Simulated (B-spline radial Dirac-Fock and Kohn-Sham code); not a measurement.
**X-ray form factors of rhodium in several charge states**

These are calculated numbers from an atomic code on a B-spline grid; the model is Dirac-Fock densities.

Configurations: Rh⁴¹⁺ [He] 2s2; Rh⁴²⁺ [He] 2s1; Rh⁴³⁺ 1s2; Rh⁴⁴⁺ 1s1. The first column is f₀ of Rh⁴¹⁺, the others are differences from it.

| s (Å⁻¹) | Rh⁴¹⁺ | Δ Rh⁴²⁺ | Δ Rh⁴³⁺ | Δ Rh⁴⁴⁺ |
| --- | --- | --- | --- | --- |
| 0 | 4.000 | -1.000 | -2.000 | -3.000 |
| 0.1 | 3.997 | -0.998 | -1.997 | -2.997 |
| 0.2 | 3.987 | -0.994 | -1.988 | -2.987 |
| 0.3 | 3.971 | -0.986 | -1.973 | -2.972 |
| 0.4 | 3.949 | -0.976 | -1.952 | -2.950 |
| 0.5 | 3.920 | -0.962 | -1.925 | -2.923 |
| 0.7 | 3.846 | -0.927 | -1.856 | -2.851 |
| 0.9 | 3.751 | -0.882 | -1.768 | -2.759 |
| 1.1 | 3.638 | -0.830 | -1.663 | -2.650 |
| 1.4 | 3.443 | -0.739 | -1.483 | -2.463 |
